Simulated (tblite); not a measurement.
Record of a relaxation.

C6H6ClGeN3.
Bonds: Cl1–C2, C2–C3 (aromatic), C3–C4 (aromatic), C4–C5 (aromatic), C5–C6 (aromatic), C6–C7 (aromatic), C7–N8 (aromatic), N8–N9 (aromatic), N9–N10 (aromatic), N10–Ge11, C2–C7 (aromatic), C6–N10 (aromatic). Hydrogens: H12 on C3; H13 on C4; H14 on C5; H15, H16, H17 on Ge11.

Computed with GFN2-xTB (tblite), gas phase: L-BFGS steps from a force-field or distance-geometry start until the largest atomic force falls under 0.01 eV/Å. 7 of its 86 geometries are shown.

Step 0: E = -847.0279 eV, largest atomic force 3.276 eV/Å
```
atom  x, y, z in Å  |  force x, y, z in eV/Å
Cl1    -2.918    2.725   -0.115    0.349  -0.595   0.031
C2     -1.991    1.256   -0.013   -1.092  -1.119   0.366
C3     -2.598    0.006    0.244    0.107   1.093  -0.292
C4     -1.834   -1.166    0.325    1.115  -0.012   0.053
C5     -0.435   -1.129    0.190   -1.329  -0.183   0.007
C6      0.135    0.119   -0.063   -0.010  -3.053   0.475
C7     -0.600    1.261   -0.151   -1.566   2.245  -0.127
N8      0.232    2.303   -0.365    3.023  -1.249  -0.192
N9      1.458    1.778   -0.413   -1.717   1.651  -0.053
N10     1.417    0.464   -0.235    0.713   0.180  -0.099
Ge11    2.929   -0.631   -0.161    0.869  -0.038   0.087
H12    -3.685   -0.047    0.361    0.560   0.063  -0.054
H13    -2.327   -2.119    0.532    0.188   0.442  -0.125
H14     0.171   -2.026    0.251   -0.063   0.082   0.035
H15     4.120    0.092   -0.847   -0.753  -0.217   0.336
H16     3.279   -0.912    1.335   -0.313   0.169  -0.696
H17     2.640   -1.963   -0.885   -0.082   0.541   0.247
```

Step 14: E = -847.4393 eV, largest atomic force 0.085 eV/Å
```
atom  x, y, z in Å  |  force x, y, z in eV/Å
Cl1    -2.917    2.672   -0.113    0.052   0.033  -0.011
C2     -1.972    1.243   -0.002   -0.030  -0.013   0.003
C3     -2.570    0.024    0.235   -0.032  -0.012   0.007
C4     -1.829   -1.161    0.332   -0.032   0.014   0.006
C5     -0.461   -1.171    0.195   -0.014  -0.015   0.006
C6      0.142    0.057   -0.045    0.003  -0.010   0.002
C7     -0.582    1.271   -0.147    0.015  -0.072   0.010
N8      0.327    2.260   -0.381    0.014  -0.046  -0.003
N9      1.483    1.752   -0.425    0.028  -0.007  -0.010
N10     1.440    0.417   -0.231    0.004  -0.014   0.014
Ge11    2.970   -0.609   -0.159   -0.064   0.054  -0.014
H12    -3.640   -0.019    0.352   -0.030   0.011   0.000
H13    -2.357   -2.083    0.521    0.015   0.018  -0.007
H14     0.121   -2.080    0.271    0.000   0.042   0.001
H15     4.024    0.182   -0.835   -0.036   0.037   0.024
H16     3.221   -0.874    1.290    0.044  -0.001   0.001
H17     2.591   -1.868   -0.868    0.061  -0.021  -0.029
```

Step 28: E = -847.4608 eV, largest atomic force 0.149 eV/Å
```
atom  x, y, z in Å  |  force x, y, z in eV/Å
Cl1    -2.835    2.726   -0.138   -0.014  -0.086   0.008
C2     -1.969    1.248   -0.006    0.047  -0.015  -0.016
C3     -2.597    0.045    0.233   -0.054   0.041   0.038
C4     -1.885   -1.156    0.347    0.026   0.025  -0.046
C5     -0.517   -1.202    0.224    0.037   0.007   0.019
C6      0.123    0.006   -0.021    0.009  -0.009   0.005
C7     -0.578    1.230   -0.144    0.013   0.067  -0.028
N8      0.344    2.199   -0.399    0.006   0.032   0.008
N9      1.492    1.673   -0.434   -0.048  -0.028   0.026
N10     1.425    0.343   -0.209   -0.010  -0.041  -0.014
Ge11    3.013   -0.577   -0.172    0.025  -0.072  -0.009
H12    -3.665    0.019    0.346   -0.141   0.048  -0.005
H13    -2.436   -2.066    0.526   -0.009   0.004   0.023
H14     0.042   -2.121    0.314    0.032  -0.044   0.002
H15     3.945    0.378   -0.810    0.044  -0.007   0.002
H16     3.313   -0.886    1.260    0.012   0.021  -0.004
H17     2.779   -1.849   -0.928    0.024   0.058  -0.008
```

Step 42: E = -847.4659 eV, largest atomic force 0.024 eV/Å
```
atom  x, y, z in Å  |  force x, y, z in eV/Å
Cl1    -2.836    2.721   -0.147    0.002   0.002  -0.007
C2     -1.968    1.246   -0.011   -0.007  -0.008   0.007
C3     -2.612    0.054    0.235   -0.005  -0.009   0.000
C4     -1.906   -1.151    0.352   -0.005  -0.003   0.002
C5     -0.537   -1.211    0.232   -0.004   0.001   0.004
C6      0.116   -0.010   -0.020    0.000   0.001  -0.003
C7     -0.577    1.220   -0.145    0.000  -0.006  -0.002
N8      0.352    2.184   -0.394    0.004   0.001   0.000
N9      1.494    1.648   -0.427    0.012   0.007   0.002
N10     1.421    0.316   -0.207    0.005   0.010  -0.004
Ge11    3.034   -0.569   -0.179    0.014   0.019   0.005
H12    -3.686    0.048    0.340    0.002   0.002   0.001
H13    -2.463   -2.055    0.543    0.000   0.004   0.005
H14     0.013   -2.136    0.327   -0.001  -0.001  -0.002
H15     3.956    0.413   -0.794   -0.004  -0.001   0.004
H16     3.345   -0.880    1.250   -0.009  -0.008  -0.002
H17     2.847   -1.826   -0.964   -0.005  -0.009  -0.009
```

Step 57: E = -847.4663 eV, largest atomic force 0.026 eV/Å
```
atom  x, y, z in Å  |  force x, y, z in eV/Å
Cl1    -2.836    2.719   -0.170    0.005  -0.014   0.006
C2     -1.969    1.245   -0.016    0.001  -0.006  -0.004
C3     -2.612    0.054    0.238    0.004  -0.003   0.010
C4     -1.904   -1.150    0.361   -0.001   0.000  -0.002
C5     -0.536   -1.211    0.233   -0.002   0.008  -0.001
C6      0.116   -0.011   -0.023    0.000   0.007   0.000
C7     -0.577    1.219   -0.148    0.001   0.002  -0.001
N8      0.351    2.184   -0.393    0.002   0.002  -0.006
N9      1.494    1.650   -0.424    0.002   0.002  -0.008
N10     1.422    0.317   -0.208    0.001   0.002   0.005
Ge11    3.035   -0.567   -0.181   -0.015  -0.021  -0.004
H12    -3.685    0.051    0.346    0.006  -0.013  -0.001
H13    -2.459   -2.054    0.563   -0.011   0.007  -0.005
H14     0.014   -2.137    0.324   -0.007   0.013   0.006
H15     3.960    0.424   -0.774    0.007   0.006   0.006
H16     3.326   -0.908    1.245    0.005   0.000   0.005
H17     2.851   -1.813   -0.987    0.003   0.007  -0.006
```

Step 71: E = -847.4685 eV, largest atomic force 0.038 eV/Å
```
atom  x, y, z in Å  |  force x, y, z in eV/Å
Cl1    -2.850    2.703   -0.233    0.004  -0.002   0.010
C2     -1.972    1.241   -0.037    0.012  -0.002   0.000
C3     -2.608    0.054    0.256    0.000   0.002  -0.007
C4     -1.895   -1.143    0.402    0.005  -0.002  -0.019
C5     -0.527   -1.201    0.270    0.001   0.014   0.004
C6      0.119   -0.003   -0.015    0.003  -0.005   0.004
C7     -0.581    1.219   -0.174    0.001   0.009   0.000
N8      0.343    2.181   -0.449   -0.003   0.004   0.003
N9      1.489    1.653   -0.463   -0.008  -0.007   0.002
N10     1.423    0.327   -0.206   -0.002  -0.006  -0.005
Ge11    3.028   -0.574   -0.188    0.022   0.029   0.010
H12    -3.680    0.048    0.373   -0.003  -0.004  -0.011
H13    -2.450   -2.044    0.618    0.015  -0.001   0.018
H14     0.030   -2.121    0.379   -0.010   0.004   0.007
H15     3.997    0.467   -0.600   -0.022  -0.002  -0.008
H16     3.239   -1.084    1.200   -0.018  -0.005   0.019
H17     2.888   -1.713   -1.143    0.002  -0.024  -0.029
```

Step 85: E = -847.4695 eV, largest atomic force 0.009 eV/Å
```
atom  x, y, z in Å  |  force x, y, z in eV/Å
Cl1    -2.850    2.699   -0.252   -0.003   0.001  -0.002
C2     -1.972    1.238   -0.049   -0.002   0.001   0.002
C3     -2.607    0.054    0.256   -0.001  -0.001   0.000
C4     -1.891   -1.139    0.423   -0.003  -0.002  -0.005
C5     -0.522   -1.195    0.294   -0.003  -0.001  -0.005
C6      0.120   -0.002   -0.012    0.000   0.001   0.004
C7     -0.581    1.217   -0.187    0.001   0.000   0.005
N8      0.341    2.177   -0.474    0.002   0.001   0.001
N9      1.487    1.650   -0.483    0.004   0.000  -0.002
N10     1.424    0.327   -0.209    0.000  -0.001  -0.003
Ge11    3.026   -0.576   -0.194   -0.003  -0.007  -0.005
H12    -3.679    0.046    0.367    0.000  -0.002   0.000
H13    -2.441   -2.037    0.658    0.001   0.000   0.003
H14     0.035   -2.112    0.421    0.002   0.003   0.003
H15     4.000    0.491   -0.512    0.005   0.005   0.003
H16     3.177   -1.173    1.169   -0.001   0.002  -0.004
H17     2.926   -1.652   -1.228    0.001  -0.002   0.005
```

**Question.** Summarise the path.

**Answer.** The energy falls by 10.18 kcal/mol from step 0 to step 85; nine tenths of that is first reached at step 9. It never rises by more than 0.2 meV. The largest force goes from 3.276 to 0.009 eV/Å. Among the bonds Ge11–H15 changes most (a near tie, within 0.001 Å, with another), from 1.553 to 1.479 Å; the atoms move by 0.238 Å rms after alignment.

**Question.** Follow the three bonds and two angles with the largest change from start to end.

**Answer.** 
| step | E above end (kcal/mol) | largest force (eV/Å) | Ge11–H15 (Å) | N8–N9 (Å) | Ge11–H16 (Å) | N9–N10–Ge11 (°) | C6–N10–Ge11 (°) |
| --- | --- | --- | --- | --- | --- | --- | --- |
| 0 | 10.18 | 3.276 | 1.553 | 1.335 | 1.563 | 124.1 | 128.2 |
| 4 | 1.84 | 0.331 | 1.483 | 1.264 | 1.503 | 124.4 | 128.1 |
| 7 | 1.19 | 0.219 | 1.475 | 1.263 | 1.484 | 123.7 | 128.5 |
| 11 | 0.79 | 0.203 | 1.482 | 1.264 | 1.497 | 122.1 | 129.4 |
| 15 | 0.67 | 0.103 | 1.482 | 1.264 | 1.494 | 122.0 | 129.9 |
| 18 | 0.57 | 0.100 | 1.481 | 1.263 | 1.497 | 121.5 | 130.4 |
| 22 | 0.44 | 0.113 | 1.478 | 1.264 | 1.494 | 119.8 | 131.7 |
| 26 | 0.28 | 0.118 | 1.479 | 1.263 | 1.494 | 118.0 | 133.7 |
| 30 | 0.14 | 0.074 | 1.480 | 1.262 | 1.496 | 116.4 | 135.4 |
| 33 | 0.11 | 0.047 | 1.481 | 1.262 | 1.496 | 116.0 | 135.9 |
| 37 | 0.09 | 0.020 | 1.480 | 1.262 | 1.495 | 115.4 | 136.4 |
| 41 | 0.09 | 0.023 | 1.481 | 1.262 | 1.495 | 115.4 | 136.4 |
| 44 | 0.08 | 0.013 | 1.480 | 1.262 | 1.495 | 115.3 | 136.5 |
| 48 | 0.08 | 0.011 | 1.480 | 1.262 | 1.495 | 115.4 | 136.4 |
| 52 | 0.08 | 0.015 | 1.481 | 1.262 | 1.495 | 115.4 | 136.5 |
| 55 | 0.08 | 0.027 | 1.480 | 1.262 | 1.495 | 115.4 | 136.5 |
| 59 | 0.07 | 0.020 | 1.480 | 1.262 | 1.495 | 115.4 | 136.4 |
| 63 | 0.06 | 0.016 | 1.480 | 1.262 | 1.496 | 115.6 | 136.3 |
| 67 | 0.05 | 0.055 | 1.478 | 1.262 | 1.496 | 115.7 | 136.2 |
| 70 | 0.03 | 0.042 | 1.481 | 1.262 | 1.497 | 116.0 | 135.8 |
| 74 | 0.02 | 0.018 | 1.481 | 1.262 | 1.495 | 116.0 | 135.9 |
| 78 | 0.01 | 0.019 | 1.479 | 1.262 | 1.496 | 116.0 | 135.9 |
| 81 | 0.00 | 0.024 | 1.480 | 1.262 | 1.495 | 116.1 | 135.7 |
| 85 | 0.00 | 0.009 | 1.479 | 1.262 | 1.496 | 116.2 | 135.7 |

What follows is the cost of the whole relaxation. The run took 1.3 s on an Arm Neoverse N1 with one thread, no GPU, shared host with 64 logical CPUs at a one-minute load of 59.
